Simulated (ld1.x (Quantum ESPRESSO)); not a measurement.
# antimony (Sb), RRKJ: configuration errors across variants

```
Element                 : antimony
Generator               : ld1.x (Quantum ESPRESSO) 7.5
Type                    : norm-conserving RRKJ (Kleinman–Bylander form)
Functional              : revPBE
Relativity              : scalar-relativistic
Frozen core             : [Kr] 4d10
Valence charge          : 5
Reference configuration : 5s2 5p3
Partial waves           : 5p (bound): rc 1.80 bohr; 5s (bound): rc 1.90 bohr
Local potential         : the s channel
Core correction         : Bessel-smoothed model core inside 1.60 bohr
rho0                    : 0.02
```

All-electron excitation energies from the reference (eV): (1) 5s2 5p2 8.263; (2) 5s2 5p1 24.151; (3) 5s2 5p0 48.438; (4) 5s0 5p5 16.376; (5) 5s1 5p4 8.089; (6) 5s2 5p2.5 3.237; (7) 5s1 5p3 16.979.

5 further variants failed, have other tests or another functional or relativity, and are left out.

Errors AE − PS in meV (a dash: test not solved or not reliable):

| change | (1) | (2) | (3) | (4) | (5) | (6) | (7) | bound ghosts |
| --- | --- | --- | --- | --- | --- | --- | --- | --- |
| base | -5.4 | -38 | -151 | -44 | -11 | -1.2 | -25 | none |
| type TM; rho0 0 | -5.3 | -38 | -152 | -41 | -11 | -1.2 | -24 | none |
| all radii but the core radius scaled by about 1.40 (s 2.66, p 2.52 bohr) | -3.2 | -18 | -67 | -181 | -42 | -0.9 | -52 | none |
| core correction none | -9.2 | -50 | -117 | +53 | +10 | -2.1 | +1.8 | none |
| wave 5s (bound): rc 1.90 bohr becomes 5s (bound): rc 2.04 bohr | -5.3 | -38 | -149 | -47 | -12 | -1.2 | -25 | none |
| all radii but the core radius scaled by about 1.10 (s 2.10, p 1.98 bohr) | -5.5 | -37 | -140 | -67 | -17 | -1.3 | -30 | none |

Q: Give the same row for: wave 5s (bound): rc 1.90 bohr becomes 5s (bound): rc 2.44 bohr.

A: -4.1, -29, -119, -88, -21, -1.0, -33; bound ghosts: none.
